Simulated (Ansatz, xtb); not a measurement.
## Relative energy of two isomers of FHNOSe+

Structure X is `O/N=[Se+]\F`, a singlet and structure Y is `O=[NH+][Se]F`, a singlet. Both are isolated ions in the gas phase, relaxed with B3LYP-D3(BJ)/6-311G**; the shapes shown needn't be the lowest conformers.

X (Å):

```xyz
5

F    -2.8528    2.2580    0.0558
N    -0.7946    1.1925    1.3856
O    -1.2073    0.1132    0.8486
Se   -1.5489    2.7429    1.1407
H    -2.0049    0.2240    0.2702
```

Y (Å):

```xyz
5

F    -0.9901   -1.3413   -0.8513
N    -1.3616   -0.2566    1.4582
O    -1.4079    0.3877    2.4490
Se   -0.3957    0.1311   -0.1167
H    -1.8967   -1.1579    1.3825
```

Energies in hartree; the thermal terms are from B3LYP-D3(BJ)/6-311G** harmonic frequencies (ideal gas, rigid rotor, one conformer each, 298.15 K, 1 atm) and include the zero-point energy:

```
                                 X            Y
E, CCSD(T)/def2-TZVPP  −2629.834891  −2629.835528
    zero-point energy      0.020795      0.020962
         H(298 K) − E      0.026209      0.026540
         G(298 K) − E     −0.007830     −0.007849
```

**Question.** Work out ΔE, ΔE₀, ΔH and ΔG for X → Y in kcal/mol (1 Eh = 627.51 kcal/mol) and the equilibrium ratio [Y]/[X].

**Answer.** 1. ΔE = −2629.835528 − (−2629.834891) = −0.000637 Eh = −0.40 kcal/mol.
2. ΔE₀ = ΔE + ΔZPE = −0.000637 + (+0.000167) Eh = −0.29 kcal/mol.
3. ΔH = ΔE + (+0.000331) Eh = −0.19 kcal/mol.
4. ΔG = ΔE + (−0.000019) Eh = −0.41 kcal/mol, so ΔS = (ΔH − ΔG)/T = +3.1 J/(mol K).
5. kT = 0.9442 mEh, so K = [Y]/[X] = exp(−ΔG/kT) = exp(+0.69) ≈ 2.

The two are too close for this level to say which is favoured. An error of 1 kcal/mol in ΔG would change K by a factor of 5.4. Large T1 diagnostics make the coupled-cluster value less sure. Mirror images and further conformers aren't counted.

As drawn, Y has 1 N=O, 1 N–Se, 1 N–H in place of 1 N–O, 1 N=Se, 1 O–H.

Other levels gave ΔE = +14.0 (GFN2-xTB); −20.5 (HF/STO-3G, GFN2-xTB geometries); −8.1 (r2SCAN-D4/def2-SVP, GFN2-xTB geometries); −3.3 (B3LYP-D3(BJ)/6-311G**); −3.3 (HF/def2-TZVPP); −0.4 (MP2/def2-TZVPP) kcal/mol. The correlated steps freeze 12 core orbitals; the filled d shell of Se is correlated, in a basis made for valence electrons. Programs: Ansatz 0.2.0, xtb 6.7.1.
